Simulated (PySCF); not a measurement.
## As: ionisation energy

As [Ar] 3d10 4s2 4p3 (4S) → As⁺ [Ar] 3d10 4s2 4p2 (3P), as a difference of total energies. Computed with PySCF 2.14 in def2-TZVPPD, with the non-relativistic Hamiltonian (point nucleus). Correlated levels: valence: [Ar] 3d10 frozen. The calculations carry no spin-orbit coupling.

```csv
method,ionisation energy (eV)
UHF,9.447
MP2 (valence),9.921
SCS-MP2 (valence),9.776
CCSD (valence),9.884
CCSD(T) (valence),9.916
```

Question: How much does correlation contribute at CCSD(T) (valence)?

Answer: 9.916 − (9.447) = 0.469 eV, measured against UHF.

A first-order spin-orbit estimate (lowest level to lowest level, LS coupling) adds -0.175 eV.

These non-relativistic numbers lack the scalar-relativistic shift.

Errors of the correlated levels include the incompleteness of this basis and the frozen core.

For comparison: 9.789 eV (measured; NIST Atomic Spectra Database, ionization energies).
